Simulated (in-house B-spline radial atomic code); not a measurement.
A run on neutral boron (an excited or competing configuration) that did not converge. Method: non-relativistic r2SCAN, spin-polarised, spherical fractional occupations, point nucleus; computed with a B-spline radial code for spherical atoms.

Command:
```bash
python run_scf.py task.json out
```
Settings:
```
Z                5
configuration    [He] 2s2 3s1
hamiltonian      nr
method           r2scan
spin_polarised   True
```

First and last ten iterations of the last attempt (damped for 15 steps, keeping 80 % of the old Fock matrix, then DIIS):
```
 iter        energy (Eh)    residual
    1         -24.435304    1.46e-02
    2         -24.436730    9.54e-04
    3         -24.436733    7.80e-04
    4         -24.436736    6.38e-04
    5         -24.436738    5.22e-04
    6         -24.436739    4.28e-04
    7         -24.436740    3.58e-04
    8         -24.436740    3.07e-04
    9         -24.436741    2.64e-04
   10         -24.436741    2.27e-04
  111         -24.436742    7.88e-06
  112         -24.436742    8.01e-06
  113         -24.436742    3.41e-06
  114         -24.436742    3.68e-06
  115         -24.436742    3.92e-06
  116         -24.436742    4.66e-06
  117         -24.436742    3.71e-06
  118         -24.436742    2.43e-06
  119         -24.436742    3.04e-06
  120         -24.436742    3.19e-06
 not converged after 120 iterations
```

The smallest residual met was 2.4e-06; the threshold is about 1e-07. Over the last five steps the energy moves by less than 1e-08 hartree, but the orbitals didn't meet the threshold. Cost of the run: 0.73 s on 1 thread of Arm Neoverse V1, on a shared host.
